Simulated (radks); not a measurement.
Computed order of ionisation of barium. At each step one electron was removed from each of the four highest sub-shells of the ion before, moves of one valence electron (up to charge 6) and the configuration listed by NIST were tried, and the lowest configuration was kept. Level of theory: Dirac Kohn-Sham, BLYP, spin-unpolarised, spherical densities, finite nucleus; Fermi nuclear charge, rms radius of each element as measured or else 0.836 A^(1/3) + 0.57 fm (a radial shooting solver on a logarithmic mesh with Libxc functionals). Sub-shells are occupied by j as written (lower j first in brackets).

species        lowest configuration found  NIST configuration  margin to the next tried (eV)  IE (eV)  NIST IE (eV)       kind
Ba                               [Xe] 6s2                same                          1.306    5.272         5.212       exp.
Ba+                              [Xe] 6s1                same                          0.737   10.061        10.004       exp.
Ba2+                                 [Xe]                same                         18.486   35.539        35.844       exp.
Ba3+     [Kr] 4d10 5s2 5p(1/2: 2, 3/2: 3)                same                          2.315   46.974          47.0  semi-emp.
Ba4+     [Kr] 4d10 5s2 5p(1/2: 2, 3/2: 2)                same                          2.499   58.966            58     theory
Ba5+     [Kr] 4d10 5s2 5p(1/2: 2, 3/2: 1)                same                          2.689   71.450            71     theory
Ba6+     [Kr] 4d10 5s2 5p(1/2: 2, 3/2: 0)                same                          2.884   87.460            86     theory
Ba7+     [Kr] 4d10 5s2 5p(1/2: 1, 3/2: 0)                same                         15.997   101.20           101     theory
Ba8+                        [Kr] 4d10 5s2                same                         16.490   132.28           131  semi-emp.
Ba9+                        [Kr] 4d10 5s1                same                         71.484   147.83         146.5  semi-emp.
Ba10+                           [Kr] 4d10                same                         74.697   241.78           241     theory
Ba11+             [Kr] 4d(3/2: 4, 5/2: 5)                same                          2.875   269.57           267     theory
Ba12+             [Kr] 4d(3/2: 4, 5/2: 4)                same                          2.988   298.12           296     theory
Ba13+             [Kr] 4d(3/2: 4, 5/2: 3)                same                          3.103   327.39           325     theory

Reference values: NIST Atomic Spectra Database (exp. = measured, semi-emp. = semi-empirical, theory = theoretical value adopted there). Spin polarisation and multiplet splitting are left out, so open shells lie too high by an amount that depends on their filling. Tried without a valid solution: [Xe] 4f(5/2: 1, 7/2: 0) 6s1.

Beside tabulated values, note that spin-unpolarised runs miss the spin-polarisation part of the exchange energy of open shells.
